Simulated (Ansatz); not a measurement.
C3H7N, SMILES `C/C=N/C` (charge 0, multiplicity 1).

Computed with frozen-core CCSD(T)/cc-pVDZ // PBE0-D3(BJ)/def2-TZVP (Ansatz, a program for electronic structure).

Ansatz 0.2 input:
```yaml
crystal:
  periodic: [false, false, false]
  atoms:
    - { symbol: C, position_ang: [-1.846637, -0.100625, 0.015991] }
    - { symbol: C, position_ang: [-0.413012, -0.06221, -0.379201] }
    - { symbol: N, position_ang: [0.51442, 0.119444, 0.453229] }
    - { symbol: C, position_ang: [1.867614, 0.138732, -0.033716] }
    - { symbol: H, position_ang: [-2.409336, 0.673801, -0.514406] }
    - { symbol: H, position_ang: [-2.294067, -1.060346, -0.260937] }
    - { symbol: H, position_ang: [-1.948505, 0.049157, 1.090201] }
    - { symbol: H, position_ang: [-0.19493, -0.202202, -1.451525] }
    - { symbol: H, position_ang: [1.948179, -0.012099, -1.120646] }
    - { symbol: H, position_ang: [2.445309, -0.638398, 0.474342] }
    - { symbol: H, position_ang: [2.33096, 1.094742, 0.225428] }
basis:
  gaussian: { orbitals: cc-pVDZ }
correlation:
  method: ccsd_t
```

Output:

```
Functional definition: HF
830 factors; integrals over basis functions are off by at most 1.2e-3 eV
mean field evaluation 1: about -4681.1119 eV, gradient 2.9e1 eV
mean field evaluation 2: about -4681.1140 eV, gradient 2.9e1 eV
mean field evaluation 4: about -4683.5453 eV, gradient 4.6e0 eV
mean field evaluation 8: about -4683.6114 eV, gradient 1.3e-1 eV
mean field evaluation 16: about -4683.6042 eV, gradient 1.2e0 eV
mean field -4683.61151849 eV, -172.1195486387 hartree, gradient 2.3e-6 eV, S^2 0.000000; 0 other end points of the search recorded, 0 dependent functions left out
4 core orbitals not correlated
reference -4683.61151849 eV, -172.1195486387 hartree; 12, 12 occupied and 75, 75 virtual orbitals, 830 factors
second order -15.93146607 eV of doubles, -0.00000000 eV of singles
cycle   1  -16.66856644 eV  change   -7.4e-1 eV  update   8.9e-2
cycle   2  -17.13667303 eV  change   -4.7e-1 eV  update   2.7e-2
cycle   3  -17.23385888 eV  change   -9.7e-2 eV  update   1.3e-2
cycle   4  -17.23239652 eV  change    1.5e-3 eV  update   3.2e-3
cycle   5  -17.23384921 eV  change   -1.5e-3 eV  update   1.2e-3
cycle   6  -17.23380778 eV  change    4.1e-5 eV  update   3.0e-4
cycle   7  -17.23367838 eV  change    1.3e-4 eV  update   1.0e-4
cycle   8  -17.23368844 eV  change   -1.0e-5 eV  update   3.3e-5
cycle   9  -17.23367802 eV  change    1.0e-5 eV  update   9.9e-6
perturbative correction -0.55696155 eV, -0.0204679593 hartree
Total energy: -4701.40215806 eV, -172.7733425839 hartree
```
